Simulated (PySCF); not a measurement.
## Kr³¹⁺: ionisation energy

Kr³¹⁺ [He] 2s2 2p1 (2P) → Kr³²⁺ [He] 2s2 (1S), as a difference of total energies. Calculation: PySCF 2.14, in an uncontracted even-tempered set (17 s from 9.3 bohr⁻², ratio 2.2; 11 p from 12 bohr⁻², ratio 2.2; 6 d from 49 bohr⁻², ratio 2.4; 5 f from 73 bohr⁻², ratio 2.4; 4 g from 110 bohr⁻², ratio 2.4); the non-relativistic Hamiltonian (point nucleus). Correlated levels: nothing frozen; virtual orbitals above 40 to 60 times the deepest correlated orbital energy dropped. The calculations carry no spin-orbit coupling.

| method | ionisation energy (eV) |
| --- | --- |
| UHF | 3685.3 |
| LDA | 3681.7 |
| PBE | 3686.3 |
| PBE0 | 3686.2 |
| r2SCAN | 3687.7 |
| PW91 | 3687.3 |
| B3LYP | 3687.2 |
| MP2 (all electrons) | 3684.1 |
| SCS-MP2 (all electrons) | 3683.6 |

A first-order spin-orbit estimate (lowest level to lowest level, LS coupling) adds 37.348 eV.

The gap to the reference is mostly relativistic.

For comparison: 3752 ± 2.5 eV (semi-empirical (NIST evaluation); NIST Atomic Spectra Database, ionization energies).
